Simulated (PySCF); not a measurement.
**Partial charges of `C=C(CC=S)OC(F)(F)F`**

Compound: C5H5F3OS.
Atom-mapped SMILES: `[CH2:1]=[C:2]([CH2:3][CH:4]=[S:5])[O:6][C:7]([F:8])([F:9])[F:10]` (hydrogens: H11, H12 on C1; H13, H14 on C3; H15 on C4)

Structure used (GFN2-xTB), in Å, numbered top down from 1:
```
atom  x, y, z in Å
C1    -0.3394    1.4616   -0.7570
C2     0.0571    0.4403   -0.0222
C3     1.4822    0.1363    0.3443
C4     1.9963   -1.0033   -0.4726
S5     3.3437   -0.9411   -1.3517
O6    -0.7831   -0.5505    0.5203
C7    -2.0742   -0.5584    0.2455
F8    -2.6293   -1.6087    0.8400
F9    -2.7350    0.5271    0.6797
F10   -2.3557   -0.6569   -1.0634
H11    0.3883    2.1581   -1.1295
H12   -1.3643    1.6567   -1.0150
H13    1.5045   -0.1613    1.3975
H14    2.1048    1.0178    0.1981
H15    1.3998   -1.9098   -0.4473
```

Density: PBE0/pcSseg-1 (PySCF); schemes: Mulliken, IAO, Hirshfeld and ESP-fitted. Geometry: GFN2-xTB, one conformer, isolated molecule.

**Question.** Atoms with like bonding are taken together and averaged. Which atoms carry the highest charge in the Mulliken, IAO, Hirshfeld and ESP-fitted schemes?

**Answer.** All schemes agree: Mulliken C7 (+0.958); IAO C7 (+0.953); Hirshfeld C7 (+0.318); ESP-fitted C7 (+0.691).

**Question.** At which atom do the 4 schemes differ most?

**Answer.** At C7: from +0.318 (Hirshfeld) to +0.958 e (Mulliken), 0.640 e apart.

**Question.** For which atoms does the sign change between the 4 schemes (beyond +0.03 e in one, beyond −0.03 e in another)?

**Answer.** C2 and C3. Atomic charges aren't observables, and each scheme defines them in its own way.

**Question.** What partial charge does each atom carry?

**Answer.** In e; atoms taken as equivalent share a row and are averaged (×n: the atom named and its like, n in all):

```json
{"atom": "C1", "environment": "terminal =CH2 carbon", "Mulliken": "-0.103", "IAO": "-0.367", "Hirshfeld": "-0.125", "ESP-fitted": "-0.579"}
{"atom": "C2", "environment": "vinylic carbon bearing oxygen", "Mulliken": "-0.038", "IAO": "+0.199", "Hirshfeld": "+0.080", "ESP-fitted": "+0.230"}
{"atom": "C3", "environment": "allylic carbon", "Mulliken": "-0.106", "IAO": "-0.283", "Hirshfeld": "-0.074", "ESP-fitted": "+0.068"}
{"atom": "C4", "environment": "thiocarbonyl carbon", "Mulliken": "-0.212", "IAO": "-0.182", "Hirshfeld": "+0.009", "ESP-fitted": "-0.030"}
{"atom": "S5", "environment": "thiocarbonyl sulfur", "Mulliken": "-0.038", "IAO": "-0.017", "Hirshfeld": "-0.088", "ESP-fitted": "-0.170"}
{"atom": "O6", "environment": "ether oxygen", "Mulliken": "-0.464", "IAO": "-0.332", "Hirshfeld": "-0.111", "ESP-fitted": "-0.310"}
{"atom": "C7", "environment": "CF3 carbon", "Mulliken": "+0.958", "IAO": "+0.953", "Hirshfeld": "+0.318", "ESP-fitted": "+0.691"}
{"atom": "F8/F9/F10", "environment": "fluorine of a CF3 group", "Mulliken": "-0.259", "IAO": "-0.279", "Hirshfeld": "-0.093", "ESP-fitted": "-0.192"}
{"atom": "H11", "environment": "vinylic hydrogen", "Mulliken": "+0.137", "IAO": "+0.175", "Hirshfeld": "+0.062", "ESP-fitted": "+0.244"}
{"atom": "H12", "environment": "vinylic hydrogen", "Mulliken": "+0.150", "IAO": "+0.175", "Hirshfeld": "+0.044", "ESP-fitted": "+0.237"}
{"atom": "H13/H14", "environment": "methylene hydrogen", "Mulliken": "+0.163", "IAO": "+0.176", "Hirshfeld": "+0.058", "ESP-fitted": "+0.046"}
{"atom": "H15", "environment": "hydrogen on C4", "Mulliken": "+0.169", "IAO": "+0.165", "Hirshfeld": "+0.050", "ESP-fitted": "+0.105"}
```

Mean size of the charges over all atoms: IAO 0.269 e, Mulliken 0.232 e, ESP-fitted 0.222 e, Hirshfeld 0.090 e. Each set sums to the total charge, 0, to within 0.001 e. The IAO scheme projects the occupied orbitals on a minimal set of polarised atomic orbitals and counts the electrons in each atom's part of it. The Mulliken scheme gives each basis function's population to the atom it is centred on and halves the overlap population of two atoms between them.

Some averages cover members that differ in this geometry: H13/H14, ESP-fitted +0.015 to +0.077; F8/F9/F10, Mulliken -0.269 to -0.241 e.

**Question.** How many electrons does the IAO scheme count on F10?

**Answer.** Its own charge is -0.285 e, so Z − q = 9.285.

**Question.** How closely do the schemes follow one another over all atoms?

**Answer.** Correlation coefficient and root-mean-square difference: IAO with Hirshfeld 0.97, 0.229 e; Mulliken with IAO 0.95, 0.110 e; Hirshfeld with ESP-fitted 0.92, 0.190 e; Mulliken with Hirshfeld 0.91, 0.222 e; IAO with ESP-fitted 0.89, 0.154 e; Mulliken with ESP-fitted 0.81, 0.190 e.
